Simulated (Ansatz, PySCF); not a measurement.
F6S. Atoms are numbered in the order given.

```xyz
7

F      0.0000    -1.5937     0.0000
S      0.0000     0.0000     0.0000
F      1.5937     0.0000     0.0000
F      0.0000     0.0000     1.5937
F     -1.5937     0.0000     0.0000
F      0.0000     0.0000    -1.5937
F      0.0000     1.5937     0.0000
```

Geometry: TPSSh-D3(BJ)/def2-SVP.

Vertical ionisation energy (IE) and electron affinity (EA) in eV. Rows of orbital energies are one-electron estimates. Where ΔSCF, EOM or ADC give a negative EA the extra electron is unbound and the value depends on the basis.

| level | IE | EA |
|---|---|---|
| −ε(HOMO), −ε(LUMO), CAM-B3LYP/def2-TZVP (PySCF) | 14.05 | 0.96 |
| ΔSCF, CAM-B3LYP/def2-SVPD (Ansatz), final states of multiplicity 2 and 2 | 15.60 | 0.41 |

### Question
What vertical singlet–triplet gap does ΔSCF give with CAM-B3LYP/def2-SVPD (Ansatz, an electronic-structure program)? (The exact figures need the calculation; the answer reports its results.)

### Answer
8.08 eV (triplet above singlet where positive).
